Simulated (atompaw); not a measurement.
# Cutoff test, Be, PAW (atompaw)

| Property | Result |
| --- | --- |
| Element | Be |
| Generator | atompaw 4.2.0.5 |
| Type | PAW |
| Functional | LDA (PW92) |
| Relativity | scalar-relativistic |
| Frozen core | none |
| Valence charge | 4 |
| Reference configuration | 1s2 2s2 2p0 |
| Partial waves | 1s (bound): rc 0.40 bohr; 2s (bound): rc 3.00 bohr; 2p (bound, empty): rc 3.00 bohr; 2p channel at 0.65 Ry: rc 3.00 bohr; 3d channel at 0.3 Ry: rc 3.00 bohr; 3d channel at 1 Ry: rc 3.00 bohr |
| Local potential | bessel scheme, radius 2.25 bohr |
| Core correction | none |
| Augmentation charge | gaussian compensation charge, radius 2.40 bohr; PAW radius 3.00 bohr; waves and projectors: custom rrkj vanderbiltortho |

The pseudo-atom Hamiltonian at the reference potential is diagonalised in spherical Bessel functions j_l(qr) that vanish at 20 bohr, with q² up to the cutoff. All-electron valence levels (Ry): 1s -7.7134, 2s -0.4116, 2p -0.1543.

How do the lowest levels (Ry) of each channel move with the cutoff, and are there ghosts?

| cutoff (Ry) | s #1 | s #2 | s #3 | p #1 | d #1 | d #2 | f #1 | f #2 | Σ f·Δε (mRy) |
| --- | --- | --- | --- | --- | --- | --- | --- | --- | --- |
| 8 | -0.4116 | -0.1769 | 0.0148 | -0.1542 | 0.0662 | 0.1550 | 0.1140 | 0.2437 | 14603.7 |
| 15 | -1.5842 | -0.4116 | 0.0063 | -0.1543 | 0.0662 | 0.1550 | 0.1140 | 0.2437 | 12258.5 |
| 25 | -3.3426 | -0.4116 | 0.0055 | -0.1543 | 0.0662 | 0.1550 | 0.1140 | 0.2437 | 8741.7 |
| 35 | -4.6017 | -0.4116 | 0.0053 | -0.1543 | 0.0662 | 0.1550 | 0.1140 | 0.2437 | 6223.6 |
| 50 | -5.8398 | -0.4116 | 0.0051 | -0.1543 | 0.0662 | 0.1550 | 0.1140 | 0.2437 | 3747.5 |
| 70 | -6.6387 | -0.4116 | 0.0051 | -0.1543 | 0.0662 | 0.1550 | 0.1140 | 0.2437 | 2149.5 |
| 100 | -7.2146 | -0.4116 | 0.0050 | -0.1543 | 0.0662 | 0.1550 | 0.1140 | 0.2437 | 997.9 |
| 140 | -7.5385 | -0.4116 | 0.0050 | -0.1543 | 0.0662 | 0.1550 | 0.1140 | 0.2437 | 349.9 |
| 180 | -7.6502 | -0.4116 | 0.0050 | -0.1543 | 0.0662 | 0.1550 | 0.1140 | 0.2437 | 126.6 |
| 260 | -7.7067 | -0.4116 | 0.0050 | -0.1543 | 0.0662 | 0.1550 | 0.1140 | 0.2437 | 13.6 |
| 400 | -7.7135 | -0.4116 | 0.0050 | -0.1543 | 0.0662 | 0.1550 | 0.1140 | 0.2437 | 0.0 |

Result: no extra level below or beside the all-electron valence levels (s, p, d, f tested); 10 mRy is reached at 300 Ry and 1 mRy at over 300 Ry.
